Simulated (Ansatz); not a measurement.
**The dipole moment down a group: B to In**

One atom is swapped for its congeners: Se(BH2)(CH3); Se(AlH2)(CH3); Se(CH3)(GaH2); Se(CH3)(InH2). All are singlets with charge 0.

Shapes, held fixed at every level: PBE0-D4/def2-TZVP. Programs: Ansatz 0.2.0. Values in D.

```json
{"level": "PBE-D4/def2-TZVPP", "Se(BH2)(CH3)": "1.68", "Se(CH3)(GaH2)": "1.29", "Se(CH3)(InH2)": "1.27"}
{"level": "r2SCAN-D4/def2-TZVPP", "Se(BH2)(CH3)": "1.67", "Se(CH3)(GaH2)": "1.38", "Se(CH3)(InH2)": "1.40"}
{"level": "B3LYP-D4/def2-TZVPP", "Se(BH2)(CH3)": "1.59", "Se(CH3)(GaH2)": "1.30", "Se(CH3)(InH2)": "1.33"}
{"level": "wB97M-V/def2-TZVPP", "Se(BH2)(CH3)": "1.54", "Se(CH3)(GaH2)": "1.31", "Se(CH3)(InH2)": "1.44"}
```

(1) Estimate the column for Se(AlH2)(CH3) from its neighbours.

Results:

(1) The mean of the neighbours at wB97M-V/def2-TZVPP is 1.43 D, against 1.33 from the run: the member lies nearer Ga. All rows: PBE-D4/def2-TZVPP 1.35; r2SCAN-D4/def2-TZVPP 1.43; B3LYP-D4/def2-TZVPP 1.33; wB97M-V/def2-TZVPP 1.33 D. At wB97M-V/def2-TZVPP the dipole moment isn't monotonic: it is largest for B and smallest for Ga (1.54 and 1.31 D). 1 of 4 levels show this order throughout; 3 agree on the largest and the smallest. For atoms past krypton def2 sets carry core potentials with scalar relativity. Relativity is left out for Ga, Se unless named.
